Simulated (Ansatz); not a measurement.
Start from `[CH3][Ta]([CH3])(=[O])[OH]` and change one element to get `[CH3][Nb]([CH3])(=[O])[OH]`.

Ansatz, PBE0-D4/def2-TZVP geometries, multiplicity 1. Each molecule was computed in one conformer, which needn't be the lowest.

Elements past krypton have def2 core potentials.

| property | `[CH3][Ta]([CH3])(=[O])[OH]` |
| --- | --- |
| HOMO–LUMO gap (PBE/def2-TZVPP) / eV | 4.38 |
| size of the dipole moment (PBE/def2-TZVPP) / D | 3.98 |
| LUMO energy (PBE/def2-TZVPP) / eV | -2.32 |
| HOMO–LUMO gap (B3LYP/def2-TZVPP) / eV | 6.18 |
| LUMO energy (B3LYP/def2-TZVPP) / eV | -1.68 |
| zero-point energy (PBE0-D4/def2-TZVP) / kJ/mol | 221.5 |

Give the same properties after the change, and the shifts. (Best estimate.)

Computed: 
| property | `[CH3][Nb]([CH3])(=[O])[OH]` | shift |
| --- | --- | --- |
| HOMO–LUMO gap (PBE/def2-TZVPP) / eV | 3.93 | -0.45 |
| size of the dipole moment (PBE/def2-TZVPP) / D | 3.60 | -0.38 |
| LUMO energy (PBE/def2-TZVPP) / eV | -2.72 | -0.40 |
| HOMO–LUMO gap (B3LYP/def2-TZVPP) / eV | 5.73 | -0.45 |
| LUMO energy (B3LYP/def2-TZVPP) / eV | -2.08 | -0.40 |
| zero-point energy (PBE0-D4/def2-TZVP) / kJ/mol | 221.4 | -0.1 |

Dipoles are sizes alone; their direction can turn.

B3LYP here is the variant with VWN-RPA as its local correlation; programs differ in this.
